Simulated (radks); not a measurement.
Question: The silicon ion Si6+, configuration [He] 2s2 2p4 (the NIST ground configuration). All-electron calculation, Dirac Kohn-Sham, PBE, spin-unpolarised, spherical densities, point nucleus; open shells fill j = l - 1/2 first. Program: a radial shooting solver on a logarithmic mesh with Libxc functionals. Some entries of the table are withheld. Estimate them.

| orbital | occ. | eigenvalue (eV) | <1/r> (bohr^-1) | <r> (bohr) |
|---|---|---|---|---|
| 1s1/2 | 2 | -1946.923 | (1) | 0.1111 |
| 2s1/2 | 2 | -271.1359 | 2.756 | (2) |
| 2p1/2 | 2 | -230.9367 | 2.674 | 0.4841 |
| 2p3/2 | 2 | -230.1545 | 2.661 | 0.4858 |
| 3s1/2 | 0 | -88.1928 | 0.9856 | 1.447 |
| 3p1/2 | 0 | -77.6324 | 0.9343 | 1.482 |
| 3p3/2 | 0 | -77.4889 | 0.9318 | 1.485 |

Answer: 
(1) 1s1/2 <1/r> (bohr^-1): 13.65
(2) 2s1/2 <r> (bohr): 0.5325
